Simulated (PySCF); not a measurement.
SMILES C=Cc1cccc(C(C)=O)c1 (C10H10O) (GFN2-xTB optimised geometry):

```
21

C     -3.357    -1.918    -0.002
C     -2.043    -1.728     0.001
C     -1.344    -0.447     0.000
C     -2.010     0.781    -0.001
C     -1.301     1.968    -0.001
C      0.081     1.954     0.000
C      0.773     0.742     0.000
C      2.259     0.794     0.001
C      2.996    -0.523    -0.037
O      2.852     1.849     0.029
C      0.050    -0.447     0.000
H     -3.776    -2.909    -0.004
H     -4.066    -1.109    -0.009
H     -1.391    -2.594     0.004
H     -3.088     0.809    -0.001
H     -1.830     2.909    -0.002
H      0.650     2.871     0.000
H      2.719    -1.084    -0.928
H      2.749    -1.115     0.841
H      4.066    -0.332    -0.051
H      0.563    -1.397     0.002
```

Computed with CAM-B3LYP/def2-SVP (PySCF 2.14.0).

Question: What are the frontier orbital energies and the dipole moment?

Answer: HOMO-2 -8.84 eV, HOMO-1 -8.66 eV, HOMO -7.92 eV, LUMO -0.51 eV, LUMO+1 0.21 eV; dipole moment 2.89 D.

Meta-Löwdin charges at CAM-B3LYP/def2-SVP: C1 -0.22, C2 -0.09, C3 0.01, C4 -0.09, C5 -0.10, C6 -0.08, C7 -0.05, C8 0.37, C9 -0.33, O10 -0.41, C11 -0.10, H12 0.11, H13 0.10, H14 0.10, H15 0.10, H16 0.11, H17 0.12, H18 0.11, H19 0.11, H20 0.12, H21 0.10.
